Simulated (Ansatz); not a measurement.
Cost and result for the atomization energy of CH3NOSi (`N=C1O[SiH2]1`) (7 atoms, 7 bonds).

Charge 0, multiplicity 1. All single points use the PBE0-D4/def2-TZVP geometry. It is one conformer, not always the lowest. Program: Ansatz. All runs use 2 threads of an Arm Neoverse V2 on a shared host. Times are those of one run each, without the atoms' runs, and a repeat can differ threefold. Electronic energies, without spin–orbit coupling; frozen cores. CCSD(T)/CBS adds CCSD(T) − MP2 in def2-TZVPP to the MP2 limit, and its time is that of the two runs behind it. T1 = 0.017.

CCSD(T)/CBS is a level of theory with its own doubt, some kJ/mol a heavy atom from the limit and from the frozen cores, so smaller differences don't rank the functionals.

```json
{"level": "revPBE-D4/def2-TZVPP", "functions": "177", "wall time": "1.6 s"}
{"level": "BLYP-D4/def2-TZVPP", "functions": "177", "wall time": "1.6 s"}
{"level": "CCSD(T)/def2-SVP", "functions": "75", "wall time": "1.7 s"}
{"level": "PBE0-D4/def2-TZVPP", "functions": "177", "wall time": "2.3 s"}
{"level": "CAM-B3LYP-D4/def2-TZVPP", "functions": "177", "wall time": "2.6 s"}
{"level": "B2PLYP/def2-TZVPP", "functions": "177", "wall time": "4.2 s"}
{"level": "r2SCANh-D4/def2-TZVPP", "functions": "177", "wall time": "4.2 s"}
{"level": "PBE-QIDH/def2-TZVPP", "functions": "177", "wall time": "4.2 s"}
{"level": "r2SCAN-D4/def2-TZVPP (with forces)", "functions": "177", "wall time": "4.4 s"}
{"level": "B97M-V/def2-TZVPP", "functions": "177", "wall time": "7.5 s"}
{"level": "MP2/def2-QZVPP", "functions": "331", "wall time": "13 s"}
{"level": "CCSD(T)/def2-TZVPP", "functions": "177", "wall time": "39 s"}
{"level": "CCSD(T)/CBS(def2)", "functions": "–", "wall time": "52 s"}
```

What atomization energy does each give, and how far from CCSD(T)/CBS? (Estimate.)

Ansatz gave: 
```csv
level,atomization (kJ/mol),difference from CCSD(T)/CBS,per bond
revPBE-D4/def2-TZVPP,2623.2,28.2,4.0
BLYP-D4/def2-TZVPP,2641.3,46.3,6.6
CCSD(T)/def2-SVP,2381.5,-213.5,-30.5
PBE0-D4/def2-TZVPP,2602.9,7.9,1.1
CAM-B3LYP-D4/def2-TZVPP,2611.5,16.5,2.4
B2PLYP/def2-TZVPP,2575.5,-19.5,-2.8
r2SCANh-D4/def2-TZVPP,2577.7,-17.3,-2.5
PBE-QIDH/def2-TZVPP,2561.1,-33.9,-4.8
r2SCAN-D4/def2-TZVPP (with forces),2612.8,17.8,2.5
B97M-V/def2-TZVPP,2614.3,19.3,2.7
MP2/def2-QZVPP,2635.8,40.8,5.8
CCSD(T)/def2-TZVPP,2501.8,-93.2,-13.3
CCSD(T)/CBS(def2),2595.0,0.0,0.0
```

In def2-TZVPP, CCSD(T) changes the Hartree–Fock value by +837.0 kJ/mol (the triples alone add +64.6 kJ/mol) and MP2 by +914.7 kJ/mol; breaking electron pairs costs correlation energy, which Hartree–Fock lacks. From r2SCAN to r2SCAN0 (25 % exact exchange), in def2-TZVPP and without D4, the atomization energy moves by −86.1 kJ/mol: exact exchange takes away binding that semilocal exchange gives to molecules. Leaving LDA and LC-ωPBE aside and taking each functional with its dispersion term where it has one, the values, not all of them listed here, spread over 240.9 kJ/mol, from BHLYP-D4 to PBE-D4. LDA lies +382.0 kJ/mol from PBE without D4, its usual overbinding.
